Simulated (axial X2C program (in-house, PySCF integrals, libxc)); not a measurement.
## SrSi⁺: cheaper levels and CCSD(T), with spin–orbit coupling

All values were computed with an in-house relativistic program for diatomic molecules. Two-component (2c) means X2C with spin–orbit coupling and atomic mean-field two-electron Coulomb and Gaunt terms. Basis: Sr dyall-cv3z [13s12p8d5f1g], Si dyall-v3z [8s7p2d1f] (cores contracted in-house); Gaussian nuclei, density fitting, unrestricted open shells. Masses: Sr 87.906 u, Si 27.977 u.

State: Ω = 3/2 (⟨Sz⟩ = 1.50, ⟨Lz⟩ = 0.00 at HF); fragments Sr+ + Si.

| level | Re (Å) | ωe (cm⁻¹) | De (eV) |
| --- | --- | --- | --- |
| PBE0 | 2.790 | 277.9 | 1.67 |
| HF | 2.860 | 273.2 | 0.850 |
| MP2 | 2.803 | 282.0 | 1.33 |
| CCSD | 2.817 | 277.9 | 1.26 |

Correlated methods: 13 electrons correlated (number of frozen shells: Sr 3 s, 2 p, 1 d; Si 2 s, 1 p), 235 virtual spin orbitals or spinors in MP2, 90 natural virtuals in coupled cluster.

CCSD(T), same Hamiltonian and basis:

Re = 2.815 Å, ωe = 277.2 cm⁻¹, De = 1.32 eV; T1 = 0.013 (Lee–Taylor normalisation).

Task: Give the differences from CCSD(T) in the columns below.

Result: 

```json
{"level": "PBE0", "ΔRe (Å)": "-0.025", "Δωe (cm⁻¹)": "0.7", "ΔDe (eV)": "0.35"}
{"level": "HF", "ΔRe (Å)": "0.045", "Δωe (cm⁻¹)": "-4.0", "ΔDe (eV)": "-0.47"}
{"level": "MP2", "ΔRe (Å)": "-0.012", "Δωe (cm⁻¹)": "4.8", "ΔDe (eV)": "0.01"}
{"level": "CCSD", "ΔRe (Å)": "0.002", "Δωe (cm⁻¹)": "0.7", "ΔDe (eV)": "-0.06"}
```

One determinant describes the state; a PBE0 search over occupations chose it and may have missed a lower one. De is counted from the lowest determinant-based energies of the atoms at the same level, without counterpoise correction. Density functionals use the spin component along the axis (collinear). CCSD and (T) use frozen natural virtuals with an MP2 correction for the truncation; (T) itself is uncorrected, so its De runs slightly low. The 2c atoms are single determinants rather than J levels; their spin–orbit lowering is only partly caught, and De is too large by that part. This holds for PBE0, MP2, CCSD, CCSD(T). PBE0 can misorder states that lie within some tenths of an eV, so this need not be the ground state of the molecule. The nearest other 2c determinant of the search, Ω = 1/2, lies 0.51 eV up at the distance of the search. Without a current term, density functionals place determinants with orbital angular momentum somewhat too high. With several unpaired electrons one determinant need not be a pure state. Some points did not converge and are left out. This is the top spin component of a Σ state; components of lower Ω are not single determinants and can lie lower. The stretched end of a curve changes character and is left out.
